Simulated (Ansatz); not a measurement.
[Si5]2- (Si5²⁻). The state is a singlet with charge -2. Geometry relaxed at r2SCAN-D4/def2-SVPD.

```xyz
5

Si   -1.015    1.518    0.433
Si    0.827    0.209    1.206
Si    0.389    0.626   -1.280
Si   -1.216   -0.835    0.074
Si    1.016   -1.518   -0.433
```

A multiply charged anion in the gas phase is held together partly by the finite basis. Removing one electron lowers the energy by 1.26 eV at PBE0-D4/def2-TZVPD, so it isn't bound.

Question: Estimate the harmonic wavenumbers at RKS r2SCAN-D4/def2-SVPD (Ansatz, unscaled). Is this a minimum?

Answer: 191, 191, 342, 342, 356, 358, 358, 460, 472 cm⁻¹. Yes, no mode is imaginary beyond noise. Zero-point energy 18.4 kJ/mol. It took 32 s on 4 threads of Arm Neoverse V2 on a shared host.
